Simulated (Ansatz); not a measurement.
Mulliken charges of C₂H₅NSi, SMILES `C#CN[SiH3]` from B3LYP/def2-TZVPP in Ansatz (PBE0-D4/def2-TZVP geometry).

```tsv
atom	x (Å)	y (Å)	z (Å)	charge (e)
C1	-0.698	1.298	-1.843	-0.236
C2	-0.048	0.882	-0.919	-0.089
N3	0.632	0.378	0.116	-0.285
Si4	0.091	-0.997	1.036	0.360
H5	-1.263	1.674	-2.660	0.270
H6	1.498	0.841	0.343	0.157
H7	1.132	-1.199	2.074	-0.066
H8	-1.227	-0.726	1.663	-0.056
H9	-0.028	-2.198	0.173	-0.056
```

Q: By hand: the dipole of these point charges (1 e Å = 4.8032 D).

A: Σ q r = (-0.089, -0.025, -0.047) e Å, of length 0.104 e Å = 0.50 D.

Q: How does the dipole of the full density compare? (An estimate is asked.)

A: Computed: (0.205, -0.037, 0.199) e Å, 1.38 D; the point charges give 0.36 times that, at 153° from its direction, so they point the opposite way.

Point charges leave out the atoms' own dipoles, such as those of lone pairs, and Mulliken's split depends on the basis, so the two needn't agree.

B3LYP here is the variant with VWN-RPA as its local correlation; programs differ in this.
